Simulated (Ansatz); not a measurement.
Steps of a relaxation of CH4O3Si, SMILES `O=C[SiH](O)O` with RKS PBE-D4/def2-SVP.

```sh
$ ansatz run in.yaml --threads 2 --pin off --events-out ev --progress --plain --max-ram 4352MiB
```

```yaml
crystal:
  periodic: [false, false, false]
  atoms:
    - {symbol: O, position_ang: [-1.063100, 1.795200, 0.685600]}
    - {symbol: C, position_ang: [-0.668500, 0.788200, 1.118700]}
    - {symbol: Si, position_ang: [-0.039300, -0.485100, -0.115300]}
    - {symbol: O, position_ang: [1.627600, -0.965900, 0.188100]}
    - {symbol: O, position_ang: [-0.023700, 0.059400, -1.689300]}
    - {symbol: H, position_ang: [-0.617900, 0.553400, 2.187700]}
    - {symbol: H, position_ang: [-0.819400, -1.702400, -0.051900]}
    - {symbol: H, position_ang: [2.125600, -1.050700, -0.620500]}
    - {symbol: H, position_ang: [-0.432900, 0.961600, -1.720200]}
basis:
  gaussian: {orbitals: def2-SVP}
hamiltonian: {xc: pbe, dispersion: d4}
relax: {f_tol: 0.03, max_steps: 200}
```

Positions (Å) and forces (eV/Å) along the path, 14 of 14 steps:

```xyz
9
step=1 energy=-15102.1397 eV
O    -1.063    1.795    0.686   -2.155    5.101   -1.785
C    -0.668    0.788    1.119    2.104   -4.016    0.756
Si   -0.039   -0.485   -0.115    3.149   -1.669   -0.586
O     1.628   -0.966    0.188   -2.201    0.711    1.179
O    -0.024    0.059   -1.689   -0.750    1.235   -0.034
H    -0.618    0.553    2.188   -0.150   -0.062    1.463
H    -0.819   -1.702   -0.052   -0.754   -0.853    0.172
H     2.126   -1.051   -0.621    0.457   -0.013   -0.984
H    -0.433    0.962   -1.720    0.300   -0.435   -0.182
9
step=2 energy=-15102.5296 eV
O    -1.067    1.813    0.613    0.125    0.556   -0.054
C    -0.569    0.804    1.083   -0.768   -0.825   -0.003
Si   -0.013   -0.563   -0.138    1.926   -0.223   -0.332
O     1.631   -0.967    0.206   -1.286    0.215    0.077
O    -0.078    0.096   -1.680   -0.365    0.335    0.228
H    -0.660    0.553    2.186    0.239    0.373    0.194
H    -0.867   -1.777   -0.036   -0.169   -0.154    0.082
H     2.151   -1.017   -0.611    0.151   -0.020   -0.205
H    -0.439    1.013   -1.642    0.146   -0.258    0.013
9
step=3 energy=-15102.4585 eV rejected
O    -0.965    1.851    0.576    0.246   -2.639    0.647
C    -0.692    0.708    1.043    0.693    2.976    0.600
Si   -0.021   -0.636   -0.180   -0.008    0.083   -0.157
O     1.591   -0.966    0.238   -0.485    0.074   -0.393
O    -0.101    0.122   -1.681   -0.105   -0.162    0.301
H    -0.545    0.651    2.225   -0.509   -0.274   -1.306
H    -0.886   -1.867   -0.097    0.231    0.011   -0.129
H     2.169   -0.944   -0.556   -0.139    0.023    0.303
H    -0.461    1.033   -1.585    0.076   -0.092    0.135
9
step=4 energy=-15102.6290 eV
O    -1.026    1.830    0.594    0.303   -0.882    0.266
C    -0.629    0.757    1.066   -0.190    0.907    0.192
Si   -0.001   -0.595   -0.160    0.350   -0.078   -0.099
O     1.605   -0.969    0.212   -0.366    0.071   -0.156
O    -0.096    0.107   -1.679   -0.154    0.065    0.166
H    -0.620    0.608    2.211   -0.044    0.057   -0.500
H    -0.862   -1.816   -0.057    0.020   -0.075   -0.046
H     2.155   -0.994   -0.595    0.027    0.001    0.112
H    -0.437    1.025   -1.609    0.053   -0.066    0.065
9
step=5 energy=-15102.6616 eV
O    -0.990    1.816    0.543    0.117   -0.289    0.141
C    -0.617    0.759    1.051   -0.081    0.253    0.125
Si   -0.008   -0.618   -0.163    0.092    0.001   -0.094
O     1.588   -0.974    0.208   -0.031   -0.027   -0.032
O    -0.135    0.119   -1.657   -0.120    0.074    0.021
H    -0.620    0.635    2.189   -0.036    0.092   -0.257
H    -0.855   -1.853   -0.086    0.022   -0.043   -0.009
H     2.172   -0.975   -0.573    0.003   -0.002    0.065
H    -0.447    1.044   -1.529    0.035   -0.057    0.039
9
step=6 energy=-15102.6700 eV
O    -0.899    1.835    0.530   -0.005   -0.082    0.035
C    -0.620    0.759    1.049    0.068    0.076    0.042
Si   -0.015   -0.634   -0.159    0.055   -0.088   -0.129
O     1.588   -0.988    0.181   -0.040   -0.033    0.072
O    -0.176    0.104   -1.650   -0.067   -0.001    0.053
H    -0.693    0.638    2.178   -0.022    0.042   -0.098
H    -0.848   -1.879   -0.073    0.043   -0.003    0.009
H     2.187   -0.921   -0.584   -0.022    0.018    0.014
H    -0.435    1.039   -1.489   -0.009    0.072    0.001
9
step=7 energy=-15102.6750 eV
O    -0.864    1.832    0.501    0.013   -0.030    0.035
C    -0.609    0.758    1.036   -0.033    0.004    0.000
Si   -0.019   -0.653   -0.166   -0.047    0.055   -0.108
O     1.580   -1.006    0.177    0.101   -0.049   -0.006
O    -0.210    0.115   -1.639   -0.027    0.034    0.062
H    -0.710    0.655    2.162    0.020    0.024   -0.030
H    -0.838   -1.906   -0.079    0.025    0.023    0.000
H     2.199   -0.896   -0.569   -0.065    0.014    0.057
H    -0.443    1.054   -1.441    0.014   -0.075   -0.011
9
step=8 energy=-15102.6758 eV
O    -0.859    1.830    0.501    0.015   -0.007    0.014
C    -0.604    0.756    1.035   -0.027    0.007   -0.050
Si   -0.024   -0.659   -0.169   -0.019    0.081   -0.085
O     1.572   -1.031    0.167   -0.195   -0.135    0.303
O    -0.217    0.109   -1.641   -0.001    0.037    0.047
H    -0.695    0.656    2.160    0.014    0.003    0.026
H    -0.848   -1.904   -0.079    0.004   -0.025    0.016
H     2.201   -0.855   -0.545    0.216    0.095   -0.265
H    -0.437    1.051   -1.445   -0.007   -0.056   -0.007
9
step=9 energy=-15102.6820 eV
O    -0.818    1.831    0.498   -0.030    0.113   -0.091
C    -0.594    0.748    1.027    0.068   -0.026   -0.093
Si   -0.041   -0.679   -0.182   -0.005    0.131    0.018
O     1.547   -1.100    0.144    0.320    0.086   -0.316
O    -0.243    0.096   -1.646    0.062    0.035    0.010
H    -0.671    0.662    2.150   -0.010   -0.075    0.135
H    -0.869   -1.911   -0.081   -0.043   -0.120    0.035
H     2.210   -0.736   -0.484   -0.321   -0.127    0.306
H    -0.433    1.042   -1.442   -0.040   -0.016   -0.003
9
step=10 energy=-15102.6956 eV
O    -0.787    1.859    0.497   -0.026    0.053    0.075
C    -0.562    0.763    0.999    0.064   -0.174   -0.075
Si   -0.046   -0.667   -0.220    0.156   -0.147    0.066
O     1.520   -1.209    0.035   -0.017    0.062   -0.061
O    -0.288    0.108   -1.681    0.051    0.014    0.110
H    -0.655    0.605    2.120   -0.006    0.158   -0.008
H    -0.852   -1.902   -0.008   -0.121   -0.015   -0.068
H     2.242   -0.651   -0.306   -0.055    0.037    0.024
H    -0.485    1.047   -1.453   -0.046    0.013   -0.063
9
step=11 energy=-15102.6628 eV rejected
O    -0.786    1.858    0.526    0.112    0.114   -0.552
C    -0.500    0.757    0.973   -0.452   -0.208    0.768
Si   -0.076   -0.719   -0.221    0.286    0.501   -0.367
O     1.507   -1.204    0.026   -0.083   -0.243    0.093
O    -0.277    0.095   -1.667   -0.102   -0.086   -0.179
H    -0.525    0.641    2.101    0.165   -0.140    0.086
H    -0.923   -1.952   -0.109    0.141    0.113    0.092
H     2.203   -0.550   -0.162   -0.096    0.011   -0.028
H    -0.535    1.027   -1.484    0.029   -0.063    0.086
9
step=12 energy=-15102.7082 eV
O    -0.794    1.841    0.493    0.015   -0.092    0.032
C    -0.543    0.751    1.000   -0.014    0.108   -0.040
Si   -0.050   -0.684   -0.222   -0.068   -0.119   -0.028
O     1.515   -1.221    0.032   -0.004    0.023   -0.018
O    -0.275    0.106   -1.676    0.020    0.024    0.033
H    -0.584    0.639    2.128    0.002    0.004    0.011
H    -0.886   -1.918   -0.063    0.033    0.083   -0.009
H     2.214   -0.601   -0.242    0.019    0.002    0.009
H    -0.510    1.040   -1.468   -0.003   -0.032    0.010
9
step=13 energy=-15102.7092 eV
O    -0.804    1.833    0.483   -0.003    0.018    0.004
C    -0.539    0.750    0.995   -0.007   -0.018    0.000
Si   -0.051   -0.690   -0.226    0.028    0.011   -0.025
O     1.515   -1.226    0.028   -0.035    0.005   -0.010
O    -0.270    0.112   -1.675    0.003   -0.005    0.028
H    -0.568    0.646    2.125    0.002    0.011    0.006
H    -0.892   -1.914   -0.068    0.008    0.005   -0.006
H     2.215   -0.598   -0.226    0.002   -0.003    0.002
H    -0.518    1.041   -1.452    0.001   -0.023    0.001
9
step=14 energy=-15102.7093 eV
O    -0.821    1.830    0.483   -0.001    0.002   -0.001
C    -0.539    0.751    0.994    0.005    0.002    0.005
Si   -0.048   -0.687   -0.229   -0.007   -0.012    0.017
O     1.513   -1.231    0.026    0.010    0.003   -0.002
O    -0.266    0.114   -1.676   -0.001    0.020   -0.019
H    -0.551    0.650    2.125   -0.005    0.003    0.001
H    -0.892   -1.909   -0.074   -0.008   -0.012    0.002
H     2.218   -0.604   -0.214    0.007   -0.002    0.000
H    -0.526    1.039   -1.453    0.000   -0.004   -0.003
```

Hardware: 2 threads of an Arm Neoverse V2 on a shared host. Wall time 19 s, peak host memory 0.13 GiB.
